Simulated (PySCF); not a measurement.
Vertical excitations of a molecule C2H8OSi3 from PySCF 2.14.0 with TDA-CAM-B3LYP/def2-SVPD, as energy in eV (oscillator strength): 5.18 (0.001), 5.74 (0.003), 6.01 (0.013), 6.21 (0.058), 6.55 (0.100), 6.75 (0.011), 6.84 (0.008), 6.93 (0.059), 7.01 (0.092), 7.15 (0.011). Lowest triplet (TDA): 4.10 eV. Geometry optimised at B3LYP-D3(BJ)/def2-SVP. One conformer was computed; it need not be the lowest.

Pick the molecule that these values belong to.
A. O=C1C[Si@H]([SiH3])[SiH2]1
B. [SiH3]/C=C1\O[SiH2][SiH2]1
C. O[Si@H]1C=C[Si@@H]1[SiH3]
D. C#C[SiH2]O[SiH2][SiH3]

C, O[Si@H]1C=C[Si@@H]1[SiH3]
